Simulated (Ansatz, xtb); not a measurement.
System: NO₂ (charge -1, singlet). It need not be the lowest isomer of its formula. Whether it binds its extra electron was not tested at this geometry. SMILES: [O-]N=O
Coordinates optimised at B3LYP-D3(BJ)/def2-TZVP (Ansatz, a program for electronic structure):
```xyz
3

O      0.8460    -0.6824    -0.0378
N      0.2165     0.4063    -0.0289
O     -1.0354     0.3269     0.0631
```
Charge -1, spin multiplicity 1.

Harmonic wavenumbers from GFN2-xTB (xtb, at its own minimum), cm⁻¹: 701, 1357, 1366.

Task: Give the harmonic wavenumbers at B3LYP-D3(BJ)/def2-TZVP (Ansatz, finite differences of forces, unscaled).

Result: 807, 1302, 1353 cm⁻¹. Zero-point energy 4.9 kcal/mol.

Task: From these and the geometry, give the ideal-gas thermochemistry at 298.15 K and 1 atm (rigid rotor, harmonic oscillator).

Result: Point group C2v, rotational symmetry number 2. Rotational constants 118, 13.83, 12.38 GHz. S(trans) 37.40, S(rot) 18.93, S(vib) 0.25, S(elec, spin only) 0.00, S 56.6 cal/(mol K). H(298) - H(0) 2.43 kcal/mol; G - E(el) -9.5 kcal/mol.
